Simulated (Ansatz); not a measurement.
`CC1[SiH2]C1=O` + `N=C(O)CO` → `COCC(=N)O` + `O=C1C[SiH2]1`  (substitution at a C–C bond)

Computed with Ansatz on PBE0-D4/def2-TZVP structures; ΔE is electronic, products minus reactants. CCSD(T)/CBS is the MP2 limit (def2-TZVPP, def2-QZVPP) plus CCSD(T) − MP2 in def2-TZVPP, frozen cores. DFT in def2-TZVPP. Each species was taken in one conformer, which may not be the lowest.

`CC1[SiH2]C1=O`:

Z-matrix (Å, degrees):
```
C
C 1 1.505
H 1 1.092 2 111.0
H 1 1.093 2 111.2 3 -120.7
H 1 1.092 2 110.6 3 120.0
Si 2 1.920 1 135.9 3 -77.3
C 2 1.481 1 122.7 3 -165.2
H 2 1.099 1 115.0 3 60.0
H 6 1.483 2 121.0 1 -13.2
H 6 1.482 2 114.5 1 128.4
O 7 1.194 2 136.5 1 -25.7
```

`N=C(O)CO`:

```xyz
10

N    -0.259    0.490    1.701
C    -0.046   -0.090    0.602
O     0.352   -1.376    0.583
C    -0.224    0.433   -0.799
O     0.788    0.025   -1.679
H    -0.535    1.457    1.563
H     0.441   -1.653    1.506
H    -0.219    1.524   -0.777
H    -1.218    0.109   -1.147
H     0.921   -0.920   -1.554
```

`COCC(=N)O`:

```xyz
13

C    -0.900    0.852   -1.362
O    -1.255    0.377   -0.084
C    -0.516   -0.738    0.309
C     0.828   -0.369    0.890
N     1.231    0.774    1.230
O     1.601   -1.457    1.042
H    -1.518    1.727   -1.563
H    -1.096    0.093   -2.130
H     0.156    1.140   -1.413
H    -0.363   -1.443   -0.519
H    -1.087   -1.263    1.081
H     0.499    1.460    1.062
H     2.420   -1.153    1.458
```

`O=C1C[SiH2]1`:

```xyz
8

O    -0.694   -1.862    1.105
C    -0.391   -0.896    0.479
C     0.133    0.482    0.759
Si    0.092    0.038   -1.084
H     1.028    0.565    1.375
H    -0.646    1.185    1.062
H    -0.882    0.775   -1.921
H     1.360   -0.287   -1.774
```

```
         level  ΔE (eV)
     r2SCAN-D4     0.38
MP2/def2-TZVPP     0.42
```

(1) What does CCSD(T)/CBS give? (Estimate.)

Largest T1 diagnostic among the species: 0.017.

Answers

(1) Ansatz gave: +0.38 eV. The listed levels differ from it by 0.00, 0.04 eV.

In def2-TZVPP, CCSD(T) changes the Hartree–Fock value by +0.11 eV (the triples alone add +0.02 eV) and MP2 by +0.17 eV.
